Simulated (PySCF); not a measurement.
Dipole moment and polarisability of `CC(C)[SiH2]CF`

Compound: C4H11FSi.
Structure used (PBE0-D3(BJ)/def2-SVP), in Å, numbered top down from 1:
```
atom  x, y, z in Å
C1    -0.7971    0.1149    1.3008
C2    -0.7256   -0.3641   -0.1496
C3    -2.0844   -0.2907   -0.8447
Si4    0.5968    0.5742   -1.1247
C5     2.3270    0.3122   -0.3722
F6     2.3697    0.7707    0.9336
H7     0.1758    0.0412    1.8078
H8    -1.5312   -0.4759    1.8742
H9    -1.1139    1.1699    1.3538
H10   -0.3894   -1.4190   -0.1528
H11   -2.8462   -0.8555   -0.2813
H12   -2.0529   -0.7024   -1.8657
H13   -2.4415    0.7503   -0.9173
H14    0.6622    0.0771   -2.5375
H15    0.2889    2.0391   -1.1390
H16    2.5947   -0.7604   -0.3807
H17    3.0992    0.8413   -0.9587
```

Level: wB97X-D/def2-SVPD (PySCF), static field, nuclei fixed, core orbitals frozen in the response. The polarisability tensor in these axes (au):

```
x   85.98  2.81 -1.39
y    2.81 69.84 -0.64
z   -1.39 -0.64 78.47
```

Give the principal values, the mean and the anisotropy Δα = √{½[(α1 − α2)² + (α2 − α3)² + (α1 − α3)²]}.

Principal values 69.35, 78.22 and 86.72 au; mean 78.10 au = 11.57 Å³ = 12.88 × 10⁻⁴⁰ C²·m²/J; Δα = 15.04 au (19 % of the mean).

What is the dipole moment, and where does it point?

(-0.36, -1.00, -1.04) D, 1.49 D in size, pointing from the negative to the positive side. Measured along this direction, the outermost atoms are F6 at the negative end and H12 at the positive end.

Directions of the eigenvectors, and the extent of the frame along each?

Largest value along (0.97, 0.17, -0.18), where the nuclei span 6.17 Å; middle along (0.18, -0.01, 0.98), 4.18 Å; least along (-0.16, 0.99, 0.04), 3.25 Å. The response follows the extents in order.

What would n − 1 = 2πNα be for an ideal gas of these molecules at 400 K and 1 atm, electronic part alone?

N = p/kT = 1.8347 × 10¹⁹ cm⁻³, so n − 1 = 2π × N × 11.57 × 10⁻²⁴ cm³ = 1334 × 10⁻⁶ at long wavelengths.

What depolarisation ratio follows for Rayleigh scattering of linearly polarised light, taking the static tensor?

ρ = 3Δα²/(45ᾱ² + 4Δα²) = 678.8/(274451 + 905.1) = 0.00247.

Sum over states: ᾱ = Σ f/ω², ω in Eh. What share falls to these 10 lowest TDDFT singlets (eV, f)? 7.82, 0.0112; 8.03, 0.0069; 8.12, 0.0044; 8.43, 0.0459; 8.55, 0.0193; 8.80, 0.0447; 8.92, 0.1432; 9.03, 0.1434; 9.05, 0.0417; 9.14, 0.0199.

They add up to 4.55 au, 5.8 % of the 78.10 au; the largest single term is 1.33 au, from the state at 8.92 eV. Terms in order: 0.14, 0.08, 0.05, 0.48, 0.20, 0.43, 1.33, 1.30, 0.38, 0.18 au. Higher excitations give the rest. The strengths listed sum to 0.481.

The structure is a single PBE0-D3(BJ)/def2-SVP conformer in the gas phase; no vibrational or solvent corrections.

Note: wB97X-D ran without an empirical dispersion term, which enters the total energy and its gradient alone.
